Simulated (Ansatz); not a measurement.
**Cost against result**

The pair of CO (SMILES [C-]#[O+], atoms 1–2) and H2Te (SMILES [TeH2], atoms 3–5), both closed shells, in one local arrangement (a lower one may exist), relaxed at PBE0-D4/def2-TZVP:

```json
{"atom": "C1", "x (Å)": "-0.9028", "y (Å)": "0.3254", "z (Å)": "-1.7930"}
{"atom": "O2", "x (Å)": "-1.6759", "y (Å)": "-0.4481", "z (Å)": "-2.0514"}
{"atom": "Te3", "x (Å)": "0.5060", "y (Å)": "-0.4313", "z (Å)": "1.7888"}
{"atom": "H4", "x (Å)": "0.4001", "y (Å)": "1.1801", "z (Å)": "1.4253"}
{"atom": "H5", "x (Å)": "1.6726", "y (Å)": "-0.6261", "z (Å)": "0.6303"}
```

Interaction energies are counterpoise-corrected; the time is that of the whole pair.

Ansatz 0.2.0; basis: as named in each row; cores frozen in the correlated methods. Filled d shells of the heavier atoms are correlated. Core potentials replace the inner electrons of the atoms past krypton. The def2 sets are not built for correlating such inner shells, so the correlated values are less sure here. B3LYP uses VWN-RPA correlation. Extrapolation: Hartree–Fock as exp(−7.88 √X), correlation as X^−2.97.

Times are rough, for one single point on 2 threads of a shared host (Arm Neoverse V1).

The estimate by CCSD(T) at an estimated basis limit (MP2 extrapolated from triple and quadruple zeta, plus CCSD(T) − MP2 in triple zeta) is -0.52 kcal/mol.

| method | basis | time (s) | interaction energy (kcal/mol) | method less estimate |
| --- | --- | --- | --- | --- |
| SPW92 | def2-SVP | under 1 | -1.51 | -0.99 |
| PBE-D4 | def2-SVP | under 1 | -1.12 | -0.60 |
| PBE0-D4 | def2-SVP | under 1 | -0.95 | -0.43 |
| CCSD(T) | def2-SVP | 2 | 0.09 | 0.61 |
| revPBE-D4 | def2-TZVPPD | 2 | -0.72 | -0.20 |
| PBE-D4 | def2-TZVPPD | 2 | -1.05 | -0.53 |
| BLYP-D4 | def2-TZVPPD | 2 | -0.62 | -0.10 |
| PBE0-D4 | def2-TZVPPD | 2 | -0.86 | -0.34 |
| B3LYP-D4 | def2-TZVPPD | 3 | -0.67 | -0.15 |
| HSE06-D4 | def2-TZVPPD | 3 | -0.88 | -0.36 |
| r2SCAN-D4 | def2-TZVPPD | 3 | -0.65 | -0.14 |
| wB97M-V | def2-SVP | 4 | -0.66 | -0.14 |
| B2PLYP | def2-TZVPPD | 5 | 0.05 | 0.57 |
| B97M-V | def2-TZVPPD | 7 | -0.75 | -0.23 |
| wB97X-V | def2-TZVPPD | 7 | -0.63 | -0.11 |
| wB97M-V | def2-TZVPPD | 8 | -0.60 | -0.08 |
| MP2 | def2-QZVPPD | 9 | -0.57 | -0.06 |
| CCSD(T) | def2-TZVPPD | 56 | -0.33 | 0.19 |

T1 diagnostic: at most 0.020.
